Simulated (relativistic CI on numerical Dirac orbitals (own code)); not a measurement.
Method of calculation: Dirac-Coulomb-Breit CI, separate exchange-only KLI orbitals for each configuration, model QED (radiative potential, 1s self-energy scaled to tabulated hydrogen-like ionisation energies), valence Slater integrals scaled by 0.85, P86 correlation estimate, and configurations built on the next ion tied to the tabulated ionisation energy (semi-empirical) (own radial code, finite nucleus).

CI space (outside the closed core [Ne]): 3s2 3p3, 3s2 3p2 3d, 3s2 3p2 4s, 3s2 3p2 4p, 3s2 3p2 4d, 3s2 3p2 5s, 3s2 3p2 4f, 3s 3p4, 3p5, 3s2 3p 3d2, 3s 3p3 3d, 3p3 3d2, 3p4 3d, 3s 3p2 3d2, 3s 3p3 4s, 3s2 3p2 5p, 3s 3p3 4p, 3s2 3p2 5d, 3s2 3p2 5f, 3s2 3p2 5g, 3s2 3p 3d 4s, 3s 3p3 4d, 3s2 3p 3d 4p, 3s 3p3 4f. Levels of other configurations are missing.

Configurations that consist of the next ion and one excited electron were tied to the tabulated ionisation energy; Rydberg ones are usually within 1,000 to 3,000 cm⁻¹ and the lowest ones within about 6,000 (9,000 in d shells), while levels on excited terms of the next ion carry the error of that term, and the other configurations can be misplaced by 10,000 cm⁻¹ or more. Rates follow the energies as ν³ (E1, M1) or ν⁵ (E2), so rates, branching and lifetimes can be off by large factors. 6 of the 6 excited levels that our extract of the measured tables holds in this range could be paired (the sources list more); they are missed by 7046 cm⁻¹ on average and 9998 at most, and levels without a partner can miss by more. Some levels of the ground configuration have no partner and can miss by 10 % or more.

Outline of the computed level scheme of Ca VI. Lowest level of each configuration: 3s2 3p3 4S°_3/2 at 0.0000 eV; 3s 3p4 4P_5/2 at 19.8280 eV; 3s2 3p2 3d 2P_3/2 at 27.7423 eV; 3s 3p3 3d 6D°_1/2 at 44.9291 eV.

Some strong electric-dipole decays among the lowest 45 levels: 3s2 3p2 3d 2F_7/2 → 3s2 3p3 2D°_5/2 (6.0e+10 s⁻¹); 3s2 3p2 3d 2F_5/2 → 3s2 3p3 2D°_3/2 (5.6e+10 s⁻¹); 3s2 3p2 3d 2D_5/2 → 3s2 3p3 2P°_3/2 (5.2e+10 s⁻¹); 3s2 3p2 3d 4P_1/2 → 3s2 3p3 4S°_3/2 (4.9e+10 s⁻¹); 3s2 3p2 3d 4P_3/2 → 3s2 3p3 4S°_3/2 (4.8e+10 s⁻¹); 3s2 3p2 3d 4P_5/2 → 3s2 3p3 4S°_3/2 (4.8e+10 s⁻¹); 3s2 3p2 3d 2D_3/2 → 3s2 3p3 2P°_1/2 (4.3e+10 s⁻¹); 3s2 3p2 3d 2D_3/2 → 3s2 3p3 2D°_3/2 (3.4e+10 s⁻¹).

LS names give the leading component of a level, which can be under half, so a name can repeat, a term be missing and a line seem to break the LS rules.
